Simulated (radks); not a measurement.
Results of a calculation; reference values are marked as such.
How relativity changes the ionisation of the xenon ion Xe+ ([Kr] 4d10 5s2 5p5) to Xe2+ ([Kr] 4d10 5s2 5p4). Spin-unpolarised spherical Kohn-Sham, PBE, point nucleus unless stated (finite: rms radius 4.7859 fm), a radial shooting solver on a logarithmic mesh with Libxc functionals. A level marked "c x" has the speed of light scaled by that factor and shares open shells by 2j + 1; other Dirac levels either fill j = l - 1/2 first or share by 2j + 1.

level,E(Xe+) (hartree),E(Xe2+) (hartree),IE (eV),HOMO,<r> HOMO (bohr)
non-rel.,-7233.77138,-7232.97363,21.708,5p,2.208
scalar-rel.,-7446.84053,-7446.04120,21.751,5p,2.188
"scalar-rel., finite nucleus",-7446.57663,-7445.77729,21.751,5p,2.188
"Dirac, 2j+1 shares",-7449.80808,-7449.00746,21.786,5p3/2,2.219
"Dirac, low j first",-7449.82498,-7449.04509,21.222,5p3/2,2.221
"Dirac, 2j+1 shares, finite nucleus",-7449.54320,-7448.74257,21.786,5p3/2,2.219
"Dirac, c x 1.25",-7368.06780,-7367.26840,21.753,5p3/2,2.214
"Dirac, c x 2",-7284.67927,-7283.88094,21.723,5p3/2,2.210
"Dirac, c x 5",-7241.79079,-7240.99296,21.710,5p3/2,2.208

NIST Atomic Spectra Database: 20.975 eV (semi-empirical). The relativistic part of the total energy of Xe+ is -215.8 hartree (Dirac, 2j+1 shares, finite nucleus), 3 % of the non-relativistic value. Spin polarisation and multiplet splitting of open shells are left out at every level.

Beside tabulated values, note that relativity, absent from the non-relativistic runs, is large for the heavy elements, and spin-unpolarised runs miss the spin-polarisation part of the exchange energy of open shells.
